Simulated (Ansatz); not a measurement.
System: ScF$_{3}$, net charge 0, singlet state. 
Structure (B3LYP-D3(BJ)/def2-TZVP (Ansatz, a quantum-chemistry and plane-wave program) minimum search):
```
Sc
F 1 1.8481
F 1 1.8481 2 120.00
F 1 1.8481 2 120.00 3 180.00
```

CCSD(T) with Ansatz in growing basis sets, 24 correlated electrons. Cores are frozen in the correlated levels unless marked. Open shells are spin-unrestricted. No spin-orbit coupling. Frozen are the shells of the preceding noble gas and the d and f shells that filled before the atom's block. No relativistic terms. Costs are ratios of core time to the smallest set, on shared machines of one kind, and rough; they hold the program's checks for lower states.

| basis | functions | cost over smallest | E(corr) (Eh) | electronic atomisation energy (kcal/mol) |
|---|---|---|---|---|
| def2-SVPD | 103 | 1× | -0.6813 | 441.0 |
| def2-TZVPPD | 187 | 4× | ? | ? |

Q: What does the step to def2-TZVPPD buy, and how does its cost grow by formal scaling?

A: Formally CCSD grows as o²v⁴ and (T) as o³v⁴; with o = 12 and v going from 79 to 163 both grow 18-fold in the last step, while integrals and the mean field grow more slowly. That step adds 186.4 mEh of correlation energy and 4.0 kcal/mol to the atomisation energy. Row: E(corr) (Eh) -0.8677, electronic atomisation energy (kcal/mol) 445.1.
